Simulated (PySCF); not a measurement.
Input for PySCF: R-BP86/6-31G* on Si2H6 (SMILES [SiH3][SiH3]).

```python
from pyscf import gto, scf, dft, mp
from pyscf.data.elements import chemcore

mol = gto.M(
    atom='''
    Si   -0.84950661   -1.02473191    3.76169367
    Si    0.31241015    0.88732455    4.47503948
    H    -1.91607668   -0.67536919    2.79001050
    H    -1.50050644   -1.71894224    4.90288408
    H     0.06365697   -1.99955479    3.11388607
    H    -0.23680540    2.10520185    3.83691147
    H     1.75617005    0.77018337    4.16869814
    H     0.17002775    1.04065008    5.94682186
    ''',
    basis='6-31g*',
    cart=True,
    charge=0, spin=0, verbose=3, max_memory=1800)
mf = dft.RKS(mol, xc='b88,p86')
mf.conv_tol = 1e-8
mf.max_cycle = 100
mf.kernel()
if not mf.converged:
    mf = mf.newton().run(mf.mo_coeff, mf.mo_occ)
```

It printed:

```
converged SCF energy = -582.589415789393
```

Self-consistency was reached.

Cost: about 3 core-seconds (a rough figure).
